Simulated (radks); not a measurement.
Results of a calculation; reference values are marked as such.
All-electron atom: Eu3+ in [Xe] 4f5 6p1 (not the ground configuration). Code: a radial shooting solver on a logarithmic mesh with Libxc functionals. Model: scalar-relativistic Kohn-Sham, r2SCAN, spin-unpolarised, spherical densities, finite nucleus; meta-GGA in the generalised Kohn-Sham scheme; Fermi nuclear charge, rms radius 5.1115 fm. Some entries of the table are withheld. Estimate them.

orbital,occ.,eigenvalue (hartree),<r> (bohr)
1s,2,(1),0.02232
2s,2,-294.7413,0.09509
2p,6,-262.6581,0.08391
3s,2,-66.50393,0.2492
3p,6,-56.46694,(2)
3d,10,-43.04645,0.2260
4s,2,(3),0.5644
4p,6,-11.33980,0.5965
4d,10,(4),0.6477
5s,2,-3.02624,1.324
5p,6,-2.16204,1.500
4f,5,-1.62602,0.8254
6p,1,-0.70906,3.629

Answer. 
(1) 1s eigenvalue (hartree): -1781.638
(2) 3p <r> (bohr): 0.2478
(3) 4s eigenvalue (hartree): -14.67291
(4) 4d eigenvalue (hartree): -6.67483
